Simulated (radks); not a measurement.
The numbers below are computed, except where a source is named.
Coherent X-ray form factor from a spherical all-electron density. Level of theory: non-relativistic Kohn-Sham, LB94 model potential, spin-polarised, spherical densities, point nucleus (a radial shooting solver on a logarithmic mesh with Libxc functionals).

sin(theta)/lambda (1/angstrom),f0 (electrons)
0.05,43.523
0.1,42.165
0.15,40.118
0.2,37.638
0.25,34.983
0.3,32.361
0.4,27.722
0.5,24.161
0.6,21.544
0.8,17.942
1,15.148
1.25,12.043
1.5,9.513
2,6.521

The species is in the configuration that NIST lists as its ground one. Which atom or ion scatters so?

Answer. The silver ion Ag3+, [Kr] 4d8. Extrapolating in s^2 from the first two rows gives f0(0) = 44.0, near the electron count 44; among species with that count, the fall with angle is slower the higher Z, and the table is that of Z = 47; from so few rows the species is fixed only to a neighbour or two.
